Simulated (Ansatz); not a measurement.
C3H7O2, SMILES CC(O)C[O] (connectivity only; charge and spin as stated), charge -1, multiplicity 1.

Coordinates come from a PBE-D3(BJ)/def2-SVPD optimisation. The multiplicity is an assumed one; no other spin state was optimised. The isomer is the one that the SMILES or the coordinates give; other isomers of the formula were not compared. Other conformers were not sampled.

Two levels are set side by side: PBE/def2-SVPD (Ansatz, a quantum-chemistry and plane-wave program) and CAM-B3LYP/def2-SVPD (Ansatz). Energy differences of separate SCF runs at the same geometry; the states with an electron removed or added have multiplicity 2. Differences are taken from unrounded values.

| quantity | CAM-B3LYP | PBE | PBE minus CAM-B3LYP |
|---|---|---|---|
| vertical ionisation energy (eV) | 2.04 | 2.06 | 0.02 |
| vertical singlet–triplet gap (eV) | 3.77 | 3.44 | -0.33 |
